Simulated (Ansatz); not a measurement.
**Cost against result**

The pair of H$_{2}$O (SMILES O, atoms 1–3) and SbH$_{3}$ (SMILES [SbH3], atoms 4–7), both closed shells, in one local arrangement (a lower one may exist), relaxed at PBE0-D4/def2-TZVP:

O1  (0.540, -0.020, -1.750)
H2  (0.294, 0.872, -2.006)
H3  (0.133, -0.595, -2.403)
Sb4  (-0.250, -0.716, 1.231)
H5  (1.128, 0.283, 1.289)
H6  (-0.593, -0.405, 2.885)
H7  (-1.252, 0.582, 0.754)
(Å)

Interaction energies are counterpoise-corrected; the time is that of the whole pair.

Program: Ansatz 0.2.0. Basis: as named in each row. Cores are frozen in the correlated methods. Filled d shells of the heavier atoms are correlated. Core potentials replace the inner electrons of the atoms past krypton. The def2 sets are not built for correlating such inner shells, so the correlated values are less sure here. B3LYP uses VWN-RPA correlation. Extrapolation: Hartree–Fock as exp(−7.88 √X), correlation as X^−2.97.

Times are rough, for one single point on 2 threads of a shared host (Intel Xeon).

The estimate by CCSD(T) at an estimated basis limit (MP2 extrapolated from triple and quadruple zeta, plus CCSD(T) − MP2 in triple zeta) is -2.03 kcal/mol.

```csv
method,basis,time (s),interaction energy (kcal/mol),method less estimate
SPW92,def2-SVP,under 1,-3.84,-1.81
PBE-D4,def2-SVP,under 1,-2.66,-0.63
PBE0-D4,def2-SVP,under 1,-2.60,-0.57
CCSD(T),def2-SVP,1,-1.02,1.01
PBE-D4,def2-TZVPPD,1,-2.29,-0.26
revPBE-D4,def2-TZVPPD,1,-1.87,0.15
BLYP-D4,def2-TZVPPD,2,-1.93,0.10
PBE0-D4,def2-TZVPPD,2,-2.24,-0.21
HSE06-D4,def2-TZVPPD,2,-2.22,-0.20
B3LYP-D4,def2-TZVPPD,2,-2.13,-0.11
r2SCAN-D4,def2-TZVPPD,2,-2.18,-0.15
wB97M-V,def2-SVP,3,-2.58,-0.56
B2PLYP,def2-TZVPPD,4,-1.27,0.76
B97M-V,def2-TZVPPD,4,-2.67,-0.64
wB97X-V,def2-TZVPPD,6,-2.29,-0.27
wB97M-V,def2-TZVPPD,6,-2.35,-0.33
MP2,def2-QZVPPD,8,-1.98,0.05
CCSD(T),def2-TZVPPD,36,-1.65,0.37
```

No T1 diagnostic of these runs exceeds 0.015.
